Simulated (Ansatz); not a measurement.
C₂H₆ClFHfOSe, SMILES `C[O][Hf]([F])([Cl])[Se]C`, relaxed with RKS PBE0-D4/def2-TZVP in the Gaussian-basis code of Ansatz from a GFN2-xTB geometry. The force threshold is 0.005 eV/Å; the program also tests the step.

The species carries charge 0 and has multiplicity 1. Hf takes the def2 core potential.

Start:

```xyz
13

C     0.032   -0.833    1.789
O     0.946    0.080    1.245
Hf    0.761    1.404   -0.027
F     1.762    0.945   -1.530
Cl    1.755    3.310    0.626
Se   -1.563    1.164   -0.790
C    -0.854   -0.492   -1.668
H     0.115   -1.806    1.287
H     0.256   -0.978    2.852
H    -1.004   -0.463    1.700
H    -0.550   -0.231   -2.681
H    -1.658   -1.223   -1.701
H     0.002   -0.878   -1.102
```

| step | energy (eV) | largest force (eV/Å) | largest move (Å) |
| --- | --- | --- | --- |
| 1 | -86105.7596 | 1.876 | 0.000 |
| 2 | -86106.1147 | 1.194 | 0.196 |
| 3 | -86106.2484 | 0.457 | 0.149 |
| 4 | -86106.2961 | 0.371 | 0.112 |
| 5 | -86106.3332 | 0.283 | 0.194 |
| 6 | -86106.3482 | 0.236 | 0.167 |
| 7 | -86106.3611 | 0.225 | 0.095 |
| 8 | -86106.3725 | 0.207 | 0.075 |
| 9 | -86106.3782 | 0.103 | 0.078 |
| 10 | -86106.3799 | 0.167 | 0.107 |
| 11 | -86106.3809 | 0.209 | 0.019 |
| 15 | -86106.3823 | 0.012 | 0.017 |
| 19 | -86106.3826 | 0.038 | 0.017 |
| 23 | -86106.3829 | 0.044 | 0.042 |
| 27 | -86106.3835 | 0.042 | 0.005 |
| 31 | -86106.3837 | 0.003 | 0.005 |
| 35 | -86106.3844 | 0.061 | 0.073 |
| 39 | -86106.3854 | 0.033 | 0.020 |
| 43 | -86106.3862 | 0.015 | 0.033 |
| 47 (rejected) | -86106.3833 | 0.334 | 0.013 |
| 51 | -86106.3869 | 0.052 | 0.028 |
| 55 (rejected) | -86106.3871 | 0.059 | 0.048 |
| 59 | -86106.3873 | 0.009 | 0.011 |
| 63 | -86106.3874 | 0.038 | 0.037 |
| 65 | -86106.3875 | 0.003 | 0.007 |

End:

```xyz
13

C     0.379   -0.953    2.205
O     0.620    0.012    1.230
Hf    0.835    1.336   -0.095
F     2.181    0.717   -1.293
Cl    1.310    3.438    0.848
Se   -1.358    1.491   -1.422
C    -1.231   -0.354   -2.115
H     0.914   -1.876    1.963
H     0.719   -0.595    3.181
H    -0.692   -1.169    2.265
H    -0.235   -0.560   -2.503
H    -1.949   -0.423   -2.929
H    -1.494   -1.064   -1.335
```

It took 3.2 min on 2 threads of an AMD EPYC 7R13 on a shared host and a share of an NVIDIA H100 80 GB, with 1 GiB of host memory at the peak.
